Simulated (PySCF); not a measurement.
Compound: C3H5ClGeO.
Atom-mapped SMILES: `[O:1]=[C:2]=[CH:3][C@@H:4]([Cl:5])[GeH3:6]` (hydrogens: H7 on C3; H8 on C4; H9, H10, H11 on Ge6)

Theory: PBE0-D3(BJ)/def2-SVP geometry optimisation, gas phase (PySCF 2.14.0).

Problem. What internal coordinates does the optimisation give?

Solution. 
```tsv
bond	length (bohr)	order
O1=C2	2.190	double
C2=C3	2.498	double
C3–C4	2.810	single
C4–Cl5	3.447	single
C4–Ge6	3.736	single
C3–H7	2.067	single
C4–H8	2.076	single
Ge6–H9, Ge6–H10, Ge6–H11	2.906	single
```

Bonds in one row agree within 0.02 bohr and their mean is given. Orders are formal, as drawn. A selection of angles:
```tsv
angle	degrees
O1–C2–C3	178.3
C2–C3–C4	122.0
C2–C3–H7	116.7
C4–C3–H7	121.2
C3–C4–Cl5	112.1
C3–C4–Ge6	112.0
C3–C4–H8	110.9
Cl5–C4–Ge6	107.0
Cl5–C4–H8	105.4
Ge6–C4–H8	109.2
C4–Ge6–H9	107.2
C4–Ge6–H10	108.6
H9–Ge6–H10	110.0
H9–Ge6–H11	110.7
```

Dihedral angles: C2–C3–C4–Cl5 105° (anticlinal).

The 2 C–C bonds span 1.322 Å (C2=C3, drawn double) to 1.487 Å (C3–C4, drawn single), a spread of 0.165 Å. Ge6 (germanium bonded to C and 3 H) is tetrahedral (angles from 107.2° to 110.7°).

Point group: C1 (no symmetry element, even within 0.4 Å). Not checked by PBE0-D3(BJ)/def2-SVP frequencies. One conformer, not necessarily the lowest.

Time: 2.8 min of wall time; peak memory 0.51 GiB. Hardware: one thread, Arm Neoverse N1 (aarch64), shared host. This is the geometry optimisation.
